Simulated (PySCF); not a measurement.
C₄H₄BF, SMILES C1=CB(F)C=C1.

Geometry optimised at B3LYP-D3(BJ)/def2-SVP. This is a generated structure with no PubChem entry under its InChIKey; it may be hypothetical.

Two levels are set side by side: PBE/def2-TZVP (PySCF) and M06-2X/def2-TZVP (PySCF). Same geometry, gas phase. Differences are taken from unrounded values.

| quantity | M06-2X |
|---|---|
| orbital gap (eV) | 6.26 |
| highest occupied level (eV) | -7.97 |
| lowest empty level (eV) | -1.72 |
| dipole moment (D) | 1.76 |
| mean polarisability (bohr³) | 53.0 |

**Question.** What does PBE give, and how far is it from M06-2X? (The exact figures need the calculation; the answer reports its results.)

**Answer.** 
```json
[
 {"quantity": "orbital gap (eV)", "PBE": "2.21", "PBE minus M06-2X": "-4.04"},
 {"quantity": "highest occupied level (eV)", "PBE": "-5.78", "PBE minus M06-2X": "2.19"},
 {"quantity": "lowest empty level (eV)", "PBE": "-3.56", "PBE minus M06-2X": "-1.85"},
 {"quantity": "dipole moment (D)", "PBE": "1.59", "PBE minus M06-2X": "-0.18"},
 {"quantity": "mean polarisability (bohr³)", "PBE": "55.2", "PBE minus M06-2X": "2.2"}
]
```

Without exact exchange PBE keeps part of each electron's self-repulsion, which lifts occupied levels and narrows the gap. PBE's more diffuse valence density responds more strongly to a field. Differences between two approximate levels are no errors against the true value.

Rough cost on one machine, each run with all the roots and properties that it gave: M06-2X against PBE about 3 times.
